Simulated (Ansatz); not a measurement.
# Which method gave which barrier?

Saddle point of InH₃Cl₂O, singlet (InHCl₂ ([Cl][InH][Cl]) + H₂O → InHCl₂O ([OH][In]([Cl])[Cl]) + H₂; bonds formed: H2–H5; dative contacts that become bonds: In1–O6; bonds broken: In1–H2, H5–O6), PBE0-D4/def2-TZVP structure:

```xyz
7
angstrom
In -0.7486 0.2449 -0.0806
H 0.0690 -1.4060 0.7475
Cl -1.3694 -0.1408 -2.2679
Cl -2.0427 1.4246 1.4056
H 0.8379 -0.8526 0.5603
O 1.3321 0.3383 0.1972
H 1.9218 0.3916 -0.5622
```

Computed with Ansatz 0.2.0 (basis: def2-TZVPP, with def2-QZVPP for the basis limit); correlated methods freeze the cores. Filled d shells of the heavier atoms are correlated. Core potentials replace the inner electrons of the atoms past krypton. The def2 sets are not built for correlating such inner shells, so the correlated values are less sure here. B3LYP uses VWN-RPA correlation. Extrapolation: Hartree–Fock as exp(−7.88 √X), correlation as X^−2.97. Four methods, as single points on the PBE0-D4 structures, gave these electronic barriers from the start structure: 32.75, 36.06, 40.51, 47.42 kcal/mol.

Task: The methods were, in alphabetical order, B3LYP-D4, BHLYP-D4, BLYP-D4, HF. Which gave which? (Judge from chemistry; the calculation decides.)

Result: Computed: BLYP-D4 32.75; B3LYP-D4 36.06; BHLYP-D4 40.51; HF 47.42 kcal/mol. For comparison, CCSD(T) at an estimated basis limit (MP2 extrapolated from triple and quadruple zeta, plus CCSD(T) − MP2 in triple zeta) gives 37.17 kcal/mol.

T1 diagnostic: at most 0.014.

The step is the kind of ligand exchange by which a precursor binds to a hydroxyl group, or is hydrolysed, in atomic layer deposition of oxides.

Labels in which every atom is bracketed show which atoms are joined, not bond orders.

For scale, one of the runs: CCSD(T)/def2-TZVPP, 207 basis functions, launched by `ansatz run in.yaml --threads 4 --pin off --events-out ev --progress --plain --max-ram 9574MiB`. Hardware: 4 CPU threads of an Arm Neoverse V2, shared host. Wall time 79 s; peak host memory 2.9 GiB.
